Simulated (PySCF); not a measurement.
C7H7F3Si, SMILES Cc1ccccc1[Si](F)(F)F, singlet (GFN2-xTB optimised geometry):

```
18

C     -1.820    -1.695    -0.001
C     -1.061    -0.405     0.000
C     -1.739     0.806     0.001
C     -1.055     2.009     0.001
C      0.329     2.016     0.000
C      1.017     0.818     0.000
C      0.342    -0.405     0.000
Si     1.323    -1.989     0.001
F      2.892    -1.741     0.000
F      1.079    -2.948     1.247
F      1.079    -2.950    -1.244
H     -1.566    -2.287    -0.879
H     -2.892    -1.516    -0.003
H     -1.570    -2.286     0.880
H     -2.819     0.807     0.001
H     -1.603     2.940     0.001
H      0.870     2.950     0.000
H      2.097     0.824     0.000
```

Level of theory: PBE0/def2-SVP (PySCF).

Problem. What are the frontier orbital energies and the dipole moment?

Solution. HOMO-2 -9.67 eV, HOMO-1 -7.98 eV, HOMO -7.58 eV, LUMO -1.20 eV, LUMO+1 -0.48 eV; dipole moment 3.58 D.

On the same geometry PBE/def2-SVP run with PySCF gives HOMO-2 -8.10 eV, HOMO-1 -6.88 eV, HOMO -6.52 eV, LUMO -1.99 eV, LUMO+1 -1.36 eV; dipole moment 3.30 D.

Meta-Löwdin charges at PBE0/def2-SVP: C1 -0.32, C2 0.05, C3 -0.12, C4 -0.08, C5 -0.11, C6 -0.08, C7 -0.29, Si8 1.52, F9 -0.46, F10 -0.46, F11 -0.46, H12 0.12, H13 0.11, H14 0.12, H15 0.11, H16 0.11, H17 0.11, H18 0.11.
